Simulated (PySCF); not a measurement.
Zero-point energy (kcal/mol) of eight boron compounds: PBE-D3(BJ) beside PBE0-D3(BJ), computed with PySCF for isolated molecules in the bases named; differences from unrounded values. The eight are the first of their class met in an unordered collection, after screening for sound electronic states; none was chosen by its value. Each level has its own optimised geometry.

```csv
molecule,basis,PBE0-D3(BJ)
"C3H7BO2, SMILES COB(C)C=O",def2-SVP,64.26
"2-methyl-1,3,2-dioxaborolane (C3H7BO2), SMILES CB1OCCO1",def2-SVP,67.35
"C3H4BFO, SMILES OB1C=C[C@H]1F",def2-SVP,44.55
"C3H7BN2, SMILES C=C1CNB1N",def2-SVP,67.52
"B(OH)(OMe)2 (C2H7BO3), SMILES COB(O)OC",def2-SVP,66.18
"C5H7BO, SMILES C#CB1OC[C@@H]1C",def2-SVP,69.92
"C3H6BFO2, SMILES C[C@]1(F)OCB1O",def2-SVP,61.35
"C₃H₄BNO₂, SMILES O=C1CB(O)C=N1",def2-SVP,48.47
```

Estimate the PBE-D3(BJ) values and say how PBE-D3(BJ) differs from PBE0-D3(BJ) over the set. (The exact figures need the calculation; the answer reports its results.)


```csv
molecule,PBE-D3(BJ),difference
"C3H7BO2, SMILES COB(C)C=O",62.02,-2.24
"2-methyl-1,3,2-dioxaborolane (C3H7BO2), SMILES CB1OCCO1",64.98,-2.36
"C3H4BFO, SMILES OB1C=C[C@H]1F",42.85,-1.71
"C3H7BN2, SMILES C=C1CNB1N",65.12,-2.39
"B(OH)(OMe)2 (C2H7BO3), SMILES COB(O)OC",63.80,-2.38
"C5H7BO, SMILES C#CB1OC[C@@H]1C",67.49,-2.43
"C3H6BFO2, SMILES C[C@]1(F)OCB1O",58.99,-2.36
"C₃H₄BNO₂, SMILES O=C1CB(O)C=N1",46.48,-1.98
```
PBE-D3(BJ) lies below PBE0-D3(BJ) in 8 and above it in 0 of the eight; the mean signed difference is -2.23 and the largest -2.43 kcal/mol.
